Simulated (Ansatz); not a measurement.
## AlFGeH3: where a starting geometry ends

The starting geometry of this gas-phase doublet was optimised with GFN2-xTB.

```xyz
6

Al   -1.5515   -1.8067    1.9315
F    -1.6002   -3.2599    1.1564
Ge   -1.8951   -0.8922    4.2553
H    -2.9724   -1.6737    2.9116
H    -0.6379   -2.0121    3.3880
H    -1.2008   -0.6209    1.0155
```

Task: Predict what becomes of its bonds when it is optimised with B3LYP/6-31G*.

Result: It keeps its bonds.

The energy falls by 0.29 eV over 8 steps:

```
step  E − E(last) (eV)
   1             0.290
   2             0.074
   3             0.032
   4             0.007
   5             0.001
   6             0.000
   7             0.000
   8             0.000
```

Final geometry (Å):

```xyz
6

Al   -1.5312   -1.8021    1.8293
F    -1.6375   -3.3593    1.2629
Ge   -1.9903   -1.2980    4.4410
H    -2.8651   -1.4309    2.9200
H    -0.6701   -1.7430    3.3661
H    -1.1637   -0.6323    0.8391
```

The end wasn't checked by frequencies. Open shells are spin-unrestricted. Run with Ansatz 0.2.0, 52 s on 1 thread of Intel(R) Xeon(R) Platinum 8259CL CPU @ 2.50GHz (Skylake/Cascade Lake), with other jobs on the host.
